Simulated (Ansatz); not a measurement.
This geometry of AlF2H2N + H4Si (11 atoms, charge 0, multiplicity 1) is a first-order saddle point.

These are results of Ansatz 0.2.0, RKS PBE-D4/cc-pVDZ, not measurements.

```xyz
11
Properties=species:S:1:pos:R:3
Al 0.256 0.303 0.283
N -0.124 -0.357 2.007
H -0.956 -0.937 2.187
H 0.628 -0.621 2.658
F 1.915 0.476 -0.056
F -0.909 -0.090 -0.895
Si -0.471 2.769 1.069
H -1.920 3.128 1.285
H 0.409 3.594 1.973
H -0.121 3.133 -0.362
H -0.369 1.111 1.841
```

Question: Which two structures does it join? (They come from a converged band through this point; their orientation in space is the band's.)

Answer: Bonds broken: Si7–H11. Bonds formed: Al1–Si7, N2–H11. AlF2H2N + H4Si becomes AlF2H6NSi.

Initial state:

```xyz
11
Properties=species:S:1:pos:R:3
Al 0.210 0.081 0.644
N 0.033 -1.130 1.945
H -0.871 -1.388 2.348
H 0.788 -1.337 2.603
F 1.767 0.512 0.105
F -1.119 0.433 -0.377
Si -0.513 3.093 0.901
H -2.012 3.143 0.919
H 0.082 4.198 1.734
H 0.064 3.091 -0.481
H -0.092 1.812 1.649
```

Final state:

```xyz
11
Properties=species:S:1:pos:R:3
Al 0.146 0.657 0.316
N -0.114 -0.294 2.147
H -0.794 -1.062 2.030
H 0.781 -0.723 2.430
F 1.810 0.240 0.152
F -0.952 -0.351 -0.548
Si -0.424 3.021 0.578
H -1.864 3.219 1.017
H 0.431 3.701 1.633
H -0.246 3.814 -0.700
H -0.439 0.285 2.935
```

Question: How far does it lie above each of them?

Answer: 0.84 eV above the first and 1.65 eV above the second. This is the barrier of this one path; another mechanism may lie lower. The orbitals stay closed-shell, which can raise the energy where a bond breaks towards radicals; this wasn't checked here.

Time of the run: 2.6 min on 4 threads of Arm Neoverse V2 (shared host), peak memory 0.17 GiB.
